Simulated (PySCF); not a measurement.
**Correlation energy of Te (tellurium, neutral)**

[Kr] 4d10 5s2 5p4, high-spin 3P determinant. All numbers are calculated (PySCF 2.14, a scalar-relativistic core potential, in aug-cc-pVQZ-PP with ECP28MDF (7s7p5d3f2g, 92 functions)). Frozen: 4s2 4p6 4d10; 6 electrons correlated.

MP2 pair energies summed by pair of shells (mhartree):

```csv
pair,energy,share (%)
5s-5p,-44.67,46.5
5p-5p,-43.26,45.0
5s-5s,-8.21,8.5
```

Total MP2 correlation energy: -96.14 mhartree.

Same-spin part -20.57 and opposite-spin part -75.57 mhartree; SCS-MP2 scales them by 1/3 and 6/5 to -97.54 mhartree.
